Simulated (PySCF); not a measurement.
# Electronic structure of Be⁺ (beryllium, charge +1) at the UHF level

Configuration: [He] 2p1, 2P determinant (an excited configuration). Calculation: PySCF 2.14, in def2-QZVPPD; no relativity, point nucleus.

| Property | Result |
| --- | --- |
| Total energy | -14.130859 hartree |
| One-electron energy | -17.4495 hartree |
| Hartree (Coulomb) energy | 5.8100 hartree |
| Exchange energy | -2.4914 hartree |
| Kinetic energy | 14.13018 hartree |
| ⟨S²⟩ | 0.7500 |
| ⟨L²⟩ | 2.000 |
| Sum of ⟨r⟩ | 3.201 bohr |
| Sum of ⟨r²⟩ | 7.269 bohr² |
| Traceless quadrupole moment −½Σ⟨3z² − r²⟩ along its main axis | -2.72 e·bohr² |
| Density at the nucleus (Gaussians lack the cusp) | 33.8 bohr⁻³ |
| Spin density at the nucleus | -0.0949 bohr⁻³ |
| Langevin diamagnetic susceptibility | -5.76 ×10⁻⁶ cm³/mol |

```json
{"shell": "1s α", "electrons": "1", "mean orbital energy (eV)": "-140.17", "rms radius, mean of both spins (bohr)": "0.484"}
{"shell": "1s β", "electrons": "1", "mean orbital energy (eV)": "-139.90", "rms radius, mean of both spins (bohr)": "0.484"}
{"shell": "2p α", "electrons": "1", "mean orbital energy (eV)": "-14.145", "rms radius, mean of both spins (bohr)": "2.61"}
```

Spin-orbit constants ζ (cm⁻¹) from the X2C one-electron operator on these orbitals (non-relativistic here): bare nucleus, nucleus screened by l(l+1)(2l+1)/3 electrons, and screened by the Breit-Pauli mean field of the electrons.

```json
{"shell": "2p", "bare": "10.83", "screened nucleus": "5.415", "mean field": "3.664"}
```

To first order the Landé constant is A = 3.664 cm⁻¹, so the lowest level has J = 1/2 and lies 0.000454 eV below the centre of the term.
